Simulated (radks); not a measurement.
Q: Successive ionisation energies (eV) of one element, from differences of total energies of ions in their ground configurations, starting at charge 0: 5.553, 15.798, 29.819, 46.374, 64.906, 129.13, 150.81, 172.62, 205.47, 230.05, 254.64, 306.53, 336.05. Method: scalar-relativistic Kohn-Sham, r2SCAN, spin-polarised, spherical densities, finite nucleus; open shells are filled with parallel spins first; meta-GGA in the generalised Kohn-Sham scheme; Fermi nuclear charge, rms radius 3.6002 fm; computed with a radial shooting solver on a logarithmic mesh with Libxc functionals. Which element is it?

A: Vanadium (Z = 23). The first species listed is V in [Ar] 3d3 4s2, the last V12+ in [Ne] 3s1.
